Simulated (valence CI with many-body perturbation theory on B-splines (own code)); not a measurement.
# E1 transitions of Cl¹¹⁺

Method: relativistic CI+MBPT: four valence electrons over a frozen Dirac-Fock core [He], a basis of 11 s, 11 p, 10 d, 8 f, 5 g, 2 h functions for each j, with the one-electron correlation potential Σ1 (screened to all orders), the two-electron term Σ2, the three-electron term Σ3, Breit, model QED; selected single and double excitations, second order for the rest, scaled by the run's own slope (own B-spline code, finite nucleus).

No measured levels were compared; by estimate levels of excited configurations hold to 0.05 to 0.15 % of their energy, terms of the ground configuration to about 0.5 %. Among the levels kept, up to 850 cm⁻¹ of a level comes from second order outside the variational space, and about a tenth of that is noise between levels of different J, which matters for small intervals.

Lines 1 to 50 of 516 in falling wavelength, among levels below 32.675 Ry, chosen from the strongest by gf and those to the six lowest levels. Wavelengths and rates use the calculated energies, so an error of 300 cm⁻¹ moves a line at 136.6 nm by 0.41 % and its rate by three times that or more. Electric multipoles are in the length gauge, E1 and E2 with the static RPA response of the core. Weak lines are less certain than strong ones. Lines between different terms over intervals too small for the method are left out, as are lines whose strength nearly cancels. The highest levels of a list are the least certain.

Names give the largest LS component (configuration and term), which can be under half, so a name can repeat, a term be missing and a line seem to break the LS rules; names also repeat where a configuration has a term twice. Letters in brackets count levels of one name in rising energy.

| λ vac (nm) | Upper | Lower | A (s⁻¹) | S (a.u.) with core polarisation | S without |
| --- | --- | --- | --- | --- | --- |
| 136.6 | 2p3 3p 3P_1 | 2p3 3s 3S°_1 | 1.57e+08 | 5.92e-01 | 5.93e-01 |
| 136.2 | 2p3 3p 3P_2 | 2p3 3s 3S°_1 | 1.56e+08 | 9.71e-01 | 9.71e-01 |
| 128.6 | 2s 2p2 3p 1D°_2 [a] | 2s 2p2 3s 1D_2 | 1.33e+08 | 6.98e-01 | 6.98e-01 |
| 113.5 | 2s2 2p 3d 1P°_1 | 2s2 2p 3p 1S_0 | 1.83e+08 | 3.96e-01 | 3.96e-01 |
| 111.2 | 2s 2p2 3p 1F°_3 | 2s 2p2 3s 1D_2 | 3.53e+08 | 1.68e+00 | 1.68e+00 |
| 111.2 | 2s 2p2 3p 3D°_3 [a] | 2s 2p2 3s 3P_2 [a] | 3.44e+08 | 1.63e+00 | 1.63e+00 |
| 110.5 | 2s 2p2 3d 3D_2 [b] | 2s 2p2 3p 3P°_1 [b] | 1.12e+08 | 3.74e-01 | 3.74e-01 |
| 110.0 | 2s 2p2 3d 3D_3 [b] | 2s 2p2 3p 3P°_2 [b] | 1.33e+08 | 6.09e-01 | 6.09e-01 |
| 109.6 | 2s 2p2 3d 5P_3 | 2s 2p2 3p 5S°_2 | 1.58e+08 | 7.17e-01 | 7.17e-01 |
| 109.4 | 2s 2p2 3p 3D°_2 [a] | 2s 2p2 3s 3P_1 [a] | 3.13e+08 | 1.01e+00 | 1.01e+00 |
| 108.9 | 2s 2p2 3p 3D°_1 [a] | 2s 2p2 3s 3P_0 [a] | 2.35e+08 | 4.50e-01 | 4.50e-01 |
| 105.7 | 2s 2p2 3d 5P_2 | 2s 2p2 3p 5S°_2 | 2.01e+08 | 5.86e-01 | 5.86e-01 |
| 104.7 | 2s 2p2 3p 3D°_1 [c] | 2s 2p2 3s 1S_0 | 3.08e+08 | 5.23e-01 | 5.23e-01 |
| 104.0 | 2s 2p2 3d 5P_1 | 2s 2p2 3p 5S°_2 | 2.54e+08 | 4.24e-01 | 4.24e-01 |
| 103.8 | 2s2 2p 3p 1P_1 | 2s2 2p 3s 3P°_1 | 2.16e+08 | 3.58e-01 | 3.58e-01 |
| 101.8 | 2s 2p2 3p 1P°_1 [a] | 2s 2p2 3s 1D_2 | 3.97e+08 | 6.20e-01 | 6.21e-01 |
| 100.6 | 2s 2p2 3d 3F_4 [b] | 2s 2p2 3p 3D°_3 [b] | 3.02e+08 | 1.37e+00 | 1.37e+00 |
| 99.25 | 2s 2p2 3d 3F_3 [b] | 2s 2p2 3p 3D°_2 [b] | 3.00e+08 | 1.01e+00 | 1.01e+00 |
| 98.67 | 2p3 3p 5P_1 | 2p3 3s 5S°_2 | 6.58e+08 | 9.35e-01 | 9.36e-01 |
| 98.47 | 2s 2p2 3d 3F_2 [b] | 2s 2p2 3p 3D°_1 [b] | 2.79e+08 | 6.58e-01 | 6.58e-01 |
| 97.54 | 2p3 3p 5P_2 | 2p3 3s 5S°_2 | 6.79e+08 | 1.55e+00 | 1.56e+00 |
| 97.08 | 2s 2p2 3p 5D°_3 | 2s 2p2 3s 5P_3 | 1.11e+08 | 3.52e-01 | 3.52e-01 |
| 96.76 | 2s 2p2 3p 3P°_1 [a] | 2s 2p2 3s 3P_2 [a] | 2.91e+08 | 3.90e-01 | 3.90e-01 |
| 96.73 | 2s 2p2 3d 5F_3 | 2s 2p2 3p 5D°_3 | 1.14e+08 | 3.57e-01 | 3.57e-01 |
| 96.49 | 2s 2p2 3p 1P°_1 [b] | 2s 2p2 3s 3P_0 [b] | 4.23e+08 | 5.63e-01 | 5.63e-01 |
| 95.97 | 2s 2p2 3p 3D°_3 [c] | 2s 2p2 3s 3P_2 [b] | 5.24e+08 | 1.60e+00 | 1.60e+00 |
| 95.43 | 2p3 3p 5P_3 | 2p3 3s 5S°_2 | 7.34e+08 | 2.20e+00 | 2.20e+00 |
| 94.81 | 2s 2p2 3p 5D°_2 | 2s 2p2 3s 5P_2 | 3.14e+08 | 6.60e-01 | 6.61e-01 |
| 94.52 | 2s 2p2 3d 5F_5 | 2s 2p2 3p 5D°_4 | 5.88e+08 | 2.70e+00 | 2.70e+00 |
| 94.36 | 2s 2p2 3p 3P°_2 [a] | 2s 2p2 3s 3P_2 [a] | 5.09e+08 | 1.06e+00 | 1.06e+00 |
| 94.24 | 2s 2p2 3d 5F_2 | 2s 2p2 3p 5D°_2 | 2.03e+08 | 4.19e-01 | 4.19e-01 |
| 93.81 | 2s 2p2 3d 1F_3 [b] | 2s 2p2 3p 1D°_2 [b] | 5.23e+08 | 1.49e+00 | 1.49e+00 |
| 93.54 | 2s 2p2 3p 3D°_2 [c] | 2s 2p2 3s 3P_1 [b] | 5.39e+08 | 1.09e+00 | 1.09e+00 |
| 93.07 | 2s 2p2 3d 5F_4 | 2s 2p2 3p 5D°_3 | 5.65e+08 | 2.02e+00 | 2.02e+00 |
| 93.01 | 2s 2p2 3p 3F°_2 | 2s 2p2 3s 3D_1 | 3.60e+08 | 7.14e-01 | 7.14e-01 |
| 92.86 | 2s 2p2 3d 5F_1 | 2s 2p2 3p 5D°_1 | 2.60e+08 | 3.08e-01 | 3.08e-01 |
| 92.49 | 2s 2p2 3d 3F_4 [c] | 2s 2p2 3p 3D°_3 [c] | 5.34e+08 | 1.88e+00 | 1.88e+00 |
| 92.38 | 2s2 2p 3p 3D_3 | 2s2 2p 3s 3P°_2 | 6.36e+08 | 1.73e+00 | 1.73e+00 |
| 92.28 | 2s 2p2 3p 5D°_1 | 2s 2p2 3s 5P_1 | 5.60e+08 | 6.51e-01 | 6.51e-01 |
| 91.87 | 2s 2p2 3d 5F_3 | 2s 2p2 3p 5D°_2 | 5.06e+08 | 1.36e+00 | 1.36e+00 |
| 91.79 | 2s 2p2 3d 3D_3 [b] | 2s 2p2 3p 3D°_3 [b] | 2.18e+08 | 5.83e-01 | 5.83e-01 |
| 91.60 | 2s 2p2 3d 3D_3 [c] | 2s 2p2 3p 3P°_2 [c] | 6.15e+08 | 1.63e+00 | 1.63e+00 |
| 91.44 | 2s 2p2 3d 5F_2 | 2s 2p2 3p 5D°_1 | 3.91e+08 | 7.38e-01 | 7.38e-01 |
| 91.19 | 2s 2p2 3d 5F_1 | 2s 2p2 3p 5D°_0 | 3.33e+08 | 3.74e-01 | 3.74e-01 |
| 91.13 | 2s 2p2 3d 3D_2 [b] | 2s 2p2 3p 3D°_2 [b] | 1.96e+08 | 3.65e-01 | 3.65e-01 |
| 91.08 | 2s 2p2 3d 3G_3 | 2s 2p2 3p 1D°_2 [a] | 1.95e+08 | 5.08e-01 | 5.08e-01 |
| 91.07 | 2s 2p2 3d 3F_3 [c] | 2s 2p2 3p 3D°_2 [c] | 5.46e+08 | 1.42e+00 | 1.42e+00 |
| 90.84 | 2s 2p2 3d 1D_2 [c] | 2s 2p2 3p 1P°_1 [c] | 4.50e+08 | 8.33e-01 | 8.32e-01 |
| 90.79 | 2s 2p2 3p 5D°_4 | 2s 2p2 3s 5P_3 | 7.71e+08 | 2.56e+00 | 2.56e+00 |
| 90.50 | 2s2 2p 3p 3D_2 | 2s2 2p 3s 3P°_1 | 5.66e+08 | 1.03e+00 | 1.03e+00 |
